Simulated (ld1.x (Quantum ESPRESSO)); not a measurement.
## S: variants of one TM potential

Base potential:

```
Element                 : sulfur
Generator               : ld1.x (Quantum ESPRESSO) 7.5
Type                    : norm-conserving Troullier–Martins (Kleinman–Bylander form)
Functional              : PBE
Relativity              : scalar-relativistic
Frozen core             : [Ne]
Valence charge          : 6
Reference configuration : 3s2 3p4
Partial waves           : 3s (bound): rc 1.15 bohr; 3p (bound): rc 1.70 bohr
Local potential         : the p channel
Core correction         : Bessel-smoothed model core, default radius (core density twice the valence density)
```

Cutoffs, loose and tight: the cutoffs (Ry, on a coarse ladder) from which the occupation-weighted sum of valence levels, in a spherical-Bessel basis at the reference potential, stays within 10 and 1 mRy of its value at 400 Ry. They do not see the model core or the augmentation charge, which bear on the density cutoff. Test errors are all-electron minus pseudo excitation energies from the reference, over the configurations 3s2 3p3; 3s2 3p2; 3s2 3p1; 3s2 3p3.5; 3s2 3p0; 3s1 3p5; 3s2 3p4.3. A dash means not determined; rows that change the core or the reference have their own tests.

A true bound ghost makes a file unfit for plane-wave use even where its test errors are small: the radial tests pick states by their node count and pass the ghost by.

| change | outcome | cutoff, loose | cutoff, tight | bound ghosts | largest test error (meV) |
| --- | --- | --- | --- | --- | --- |
| base | generated | 55 Ry | 120 Ry | none | +184 |
| all radii but the core radius scaled by about 0.76 (s 0.88, p 1.30 bohr) | generated | 260 Ry | over 300 Ry | s | +202 |
| all radii but the core radius scaled by about 0.84 (s 0.96, p 1.42 bohr) | generated | 90 Ry | over 300 Ry | s | +208 |
| all radii but the core radius scaled by about 1.04 (s 1.20, p 1.76 bohr) | generated | 50 Ry | 100 Ry | none | +171 |
| all radii but the core radius scaled by about 1.11 (s 1.28, p 1.88 bohr) | generated | 40 Ry | 60 Ry | none | +153 |
| all radii but the core radius scaled by about 1.19 (s 1.36, p 2.02 bohr) | generated | 35 Ry | 60 Ry | none | +124 |
| all radii but the core radius scaled by about 1.25 (s 1.44, p 2.12 bohr) | generated | 35 Ry | 60 Ry | none | +103 |
| all radii but the core radius scaled by about 1.31 (s 1.50, p 2.22 bohr) | generated | 35 Ry | 60 Ry | none | +85 |
| all radii but the core radius scaled by about 1.40 (s 1.60, p 2.38 bohr) | generated | 35 Ry | 55 Ry | none | +77 |

What comes out with this change to the base: all radii but the core radius scaled by about 0.89 (s 1.02, p 1.52 bohr)?

outcome: generated; cutoff, loose: 80 Ry; cutoff, tight: 200 Ry; bound ghosts: none; largest test error (meV): +204.

What comes out with this change to the base: all radii but the core radius scaled by about 0.95 (s 1.10, p 1.62 bohr)?

outcome: generated; cutoff, loose: 60 Ry; cutoff, tight: 140 Ry; bound ghosts: none; largest test error (meV): +192.

Reading the sweep of the scale of all radii but the core radius (base = 1) (base included, trends over the rows without a ghost): The loose cutoff falls from 80 Ry at 0.89 to 35 Ry at 1.4. A larger radius leaves more room for a smooth pseudo-wave, so fewer plane waves are needed; a smaller one forces it to follow the all-electron wave where it bends sharply. The median size of the test errors (rows with all tests solved) is not monotonic: lowest 2.6 meV at 1, highest 4.5 meV at 0.89. Bound ghosts are found at 0.76, 0.84.
